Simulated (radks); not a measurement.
All-electron atom: Br3+ in [Ar] 3d10 4s2 4p1 4f1 (not the ground configuration). Method: scalar-relativistic Kohn-Sham, r2SCAN, spin-polarised, spherical densities, finite nucleus; open shells are filled with parallel spins first; meta-GGA in the generalised Kohn-Sham scheme; Fermi nuclear charge, rms radius 4.1629 fm; computed with a radial shooting solver on a logarithmic mesh with Libxc functionals.

Local quantities along the radius. ELF = 1/(1 + alpha^2) is the electron localisation function; alpha = (tau - tau_W)/tau_unif compares the Pauli kinetic energy density with that of the uniform gas (summed over spins). tau is taken from the large components.

```
   r/bohr * ELF (the largest magnitude, 1, reaches the edge; | marks zero)
  0.00144 |                                                      *
 0.001921 |                                                      *
 0.002582 |                                                      *
 0.003444 |                                                      *
 0.004593 |                                                      *
 0.006127 |                                                      *
 0.008237 |                                                      *
  0.01099 |                                                      *
  0.01465 |                                                      *
  0.01954 |                                                      *
  0.02628 |                                                    *
  0.03505 |                                              *
  0.04674 |                             *
  0.06234 |                *
  0.08382 |                     *
   0.1118 |                                     *
   0.1491 |                                          *
   0.1989 |                               *
   0.2674 |             *
   0.3566 |                         *
   0.4756 |                                         *
   0.6344 |                                        *
   0.8529 |                      *
    1.138 |          *
    1.517 |                         *
    2.024 |                      *
    2.721 | *
    3.629 |*
     4.84 |*
    6.455 *
    8.679 *
    11.58 *
```

On this mesh the ELF has minima near r = 0.062, 0.27, 1.1 bohr, which separate the shells, and maxima near 0.15 (0.79), 0.55 (0.78), 1.8 (0.58).
